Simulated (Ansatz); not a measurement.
Species: NO, charge 0, multiplicity 4. The spin state was set by rule; other spins were not relaxed. SMILES: [N][O]
Geometry from a B3LYP-D3(BJ)/def2-TZVP (Ansatz, an electronic-structure program) optimisation:
```
N
O 1 1.4200
```
Charge 0, spin multiplicity 4.

Quantity: vertical electron affinity (to the triplet state of charge -1; a negative value means that the extra electron is unbound and the number depends on the basis; each state is the SCF solution reached for its spin), in eV. Correlated levels leave the core frozen unless marked. Open shells are spin-unrestricted. No spin-orbit coupling. Non-relativistic. Anions need diffuse functions: aug- sets have them; def2-D sets add few. CBS marks a two-point X^-3 extrapolation of the correlation energy; Hartree-Fock from the larger set.

CCSD(T)/CBS(aug-cc-pVTZ,aug-cc-pVQZ) (Ansatz) gives 4.33 eV.

Problem. Another calculation gave 4.99 eV. Which level was it?
A. PBE0/def2-TZVPD (Ansatz)
B. PBE/def2-TZVPD (Ansatz)
C. SVWN5/def2-TZVPD (Ansatz)
D. wB97X/def2-TZVPD (Ansatz)

Solution. C, SVWN5/def2-TZVPD (Ansatz). The others give 4.14 (wB97X), 4.47 (PBE), 4.02 (PBE0) eV.
